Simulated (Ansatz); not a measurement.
Total energies of `CCc1ccc(CCc2ccc(CC)cc2)cc1` from Ansatz at PBE-D4/def2-TZVP, gas phase (1 Eh = 27.2114 eV = 2625.5 kJ/mol). The reference geometry is relaxed at r2SCAN-D4/def2-SVP.

| state | geometry | energy (Eh) |
| --- | --- | --- |
| charge 0 singlet | reference | -698.52788 |
| charge 1 doublet | reference | -698.25223 |
| charge -1 doublet | reference | -698.50920 |
| charge -1 doublet | relaxed at r2SCAN-D4/def2-SVP | -698.51256 |
| free C atom (triplet) | – | -37.79597 |
| free H atom (doublet) | – | -0.49962 |

Single mean-field runs in def2-TZVP are fitted with def2-universal-jkfit.

**Question.** Work out the vertical ionisation energy to the doublet.

**Answer.** E(charge 1 doublet) − E(charge 0 singlet) = -698.25223 − (-698.52788) = 0.27565 Eh = 7.50 eV. For comparison, −ε of the highest occupied level is 5.60 eV at this level, 1.90 eV less.

**Question.** Work out the vertical electron affinity, to the doublet.

**Answer.** E(charge 0 singlet) − E(charge -1 doublet) = -698.52788 − (-698.50920) = -0.01868 Eh = -0.51 eV; negative, so the extra electron isn't bound. The basis lacks diffuse functions, which makes affinities too small.

**Question.** Give the fundamental gap IE − EA, the Mulliken electronegativity (IE + EA)/2 and the hardness (IE − EA)/2.

**Answer.** From the values in Eh: IE − EA = 0.27565 − (-0.01868) = 0.29433 Eh = 8.01 eV; (IE + EA)/2 = 3.50 eV; (IE − EA)/2 = 4.00 eV. The HOMO–LUMO gap of the same run is 4.42 eV, 3.59 eV smaller than the fundamental gap.

**Question.** How much does the charge -1 doublet relax, and what is the adiabatic electron affinity?

**Answer.** Relaxation: -698.50920 − (-698.51256) = 0.00336 Eh = 0.09 eV. Adiabatic electron affinity: -0.01532 Eh = -0.42 eV, without zero-point energy. 

**Question.** What is the binding energy per atom against free atoms?

**Answer.** Atoms: 18 × (-37.79597) + 22 × (-0.49962) = -691.31910 Eh. Binding: -691.31910 − (-698.52788) = 7.20878 Eh = 196.16 eV, or 4.90 eV for each of 40 atoms (no zero-point energy, no counterpoise term).

At PBE-D4/def2-TZVP the highest occupied level of the charge -1 doublet lies above zero (up to 2.26 eV). By energy differences it is unbound by 0.51 eV (vertical, to the charge 0 singlet, at PBE-D4/def2-TZVP) and held by the finite basis. At PBE-D4/def2-TZVP the highest occupied level of the relaxed charge -1 doublet lies above zero (up to 2.05 eV). By energy differences, losing it releases 0.42 eV (each at its own geometry, to the charge 0 singlet, at PBE-D4/def2-TZVP).
